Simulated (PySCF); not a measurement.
A run for PySCF: R-HF/3-21G on BFGeH4 (SMILES F[BH][GeH3]), a point of a bond scan (R = 1.588 Å).

```python
from pyscf import gto, scf, dft, mp
from pyscf.data.elements import chemcore

mol = gto.M(
    atom='''
    B     0.46769721   -1.26888638   -0.23111118
    F    -0.60059672   -2.38613252    0.13124414
    Ge    0.00616065    0.74780905    0.02847255
    H     0.13636752    1.48871861   -1.31738345
    H    -1.41069293    0.98372387    0.57986645
    H     1.02005387    1.39342996    0.99409325
    H     1.52157430   -1.65200678   -0.64980621
    ''',
    basis='3-21g',
    charge=0, spin=0, verbose=3, max_memory=1800)
mf = scf.RHF(mol)
mf.conv_tol = 1e-8
mf.max_cycle = 100
mf.kernel()
if not mf.converged:
    mf = mf.newton().run(mf.mo_coeff, mf.mo_occ)
```

### Question
What total energy does the run end on?

### Answer
-2191.0902 hartree.
